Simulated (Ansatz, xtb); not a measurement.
Two isomers of BGeH7OSi

Structure X is `[SiH3]O[BH][GeH3]`, a singlet and structure Y is `BO[SiH2][GeH3]`, a singlet. Both are isolated molecules in the gas phase, relaxed with B3LYP-D3(BJ)/def2-SVP; the shapes shown needn't be the lowest conformers.

X (Å):

```yaml
atoms:
  - { symbol: B, position_ang: [-2.0958, 0.7355, 0.0375] }
  - { symbol: Ge, position_ang: [-0.3726, 1.6316, 0.8277] }
  - { symbol: O, position_ang: [-2.2053, -0.5893, -0.1786] }
  - { symbol: Si, position_ang: [-1.2136, -1.9423, 0.0326] }
  - { symbol: H, position_ang: [0.0175, -1.7850, -0.7866] }
  - { symbol: H, position_ang: [-1.9973, -3.1144, -0.4286] }
  - { symbol: H, position_ang: [-0.8684, -2.0815, 1.4723] }
  - { symbol: H, position_ang: [-3.0525, 1.4245, -0.2456] }
  - { symbol: H, position_ang: [0.7556, 0.6157, 1.1384] }
  - { symbol: H, position_ang: [-0.6869, 2.3825, 2.1435] }
  - { symbol: H, position_ang: [0.2107, 2.6785, -0.1507] }
```

Y (Å):

```
atom    x (Å)    y (Å)    z (Å)
   B  -1.6079   0.9743  -0.3339
  Ge   0.8810  -1.8719   1.8043
   O  -1.5201  -0.2851   0.1402
  Si  -0.4593  -1.5717  -0.1511
   H  -0.8217   1.3678  -1.1717
   H  -2.4840   1.6856   0.0995
   H  -1.2961  -2.7710  -0.4253
   H   0.3822  -1.2662  -1.3459
   H   1.8670  -3.0424   1.6023
   H  -0.0049  -2.1784   3.0283
   H   1.6918  -0.5907   2.0905
```

Quicker runs give these differences E(Y) − E(X): GFN2-xTB −4.8 kcal/mol; HF/STO-3G −9.4 kcal/mol (at GFN2-xTB geometries); r2SCAN-D4/def2-SVP −5.0 kcal/mol (at GFN2-xTB geometries).

Question: Estimate E(Y) − E(X) at the level CCSD(T)/def2-SVP + ΔMP2/def2-TZVPP.

Answer: Calculated at CCSD(T)/def2-SVP + ΔMP2/def2-TZVPP: E(Y) − E(X) = −5.1 kcal/mol, so structure Y lies lower.

How the difference moves with the method:

```tsv
level	geometry	E(Y) − E(X) (kcal/mol)	departure from the last row (kcal/mol)	job, with rough time for the two
GFN2-xTB	GFN2-xTB	−4.8	+0.4	optimisation, 0.25 s
HF/STO-3G	GFN2-xTB	−9.4	−4.2	single point, 0.36 s
r2SCAN-D4/def2-SVP	GFN2-xTB	−5.0	+0.1	single point, 2.6 s
B3LYP-D3(BJ)/def2-SVP	B3LYP-D3(BJ)/def2-SVP	−5.5	−0.4	optimisation, 2.8 min
HF/def2-SVP	B3LYP-D3(BJ)/def2-SVP	−6.0	−0.9	part of the CCSD(T) run
MP2/def2-SVP	B3LYP-D3(BJ)/def2-SVP	−5.4	−0.2	part of the CCSD(T) run
CCSD(T)/def2-SVP	B3LYP-D3(BJ)/def2-SVP	−5.1	+0.1	single point
CCSD(T)/def2-SVP + ΔMP2/def2-TZVPP	B3LYP-D3(BJ)/def2-SVP	−5.1		single point, 26 s
```

As drawn, Y has 1 Ge–Si, 1 B–H in place of 1 B–Ge, 1 Si–H.

The levels shown agree on the order. The largest departure from CCSD(T)/def2-SVP + ΔMP2/def2-TZVPP is that of HF/STO-3G, 4.2 kcal/mol. The last row adds to CCSD(T) the change of the MP2 difference between the two basis sets, here −0.1 kcal/mol.

With harmonic frequencies from B3LYP-D3(BJ)/def2-SVP (ideal gas, rigid rotor, one conformer each, 298.15 K, 1 atm): on the last row, ΔE + ΔZPE = −4.7 kcal/mol. A mode under 50 cm⁻¹ makes harmonic enthalpies and free energies unreliable, so none is given.

The correlated steps freeze 16 core orbitals; the filled d shell of Ge is correlated, in a basis made for valence electrons. Programs: Ansatz 0.2.0, xtb 6.7.1; the last row on 2 threads of Intel(R) Xeon(R) 6975P-C (Granite Rapids) on a shared host.
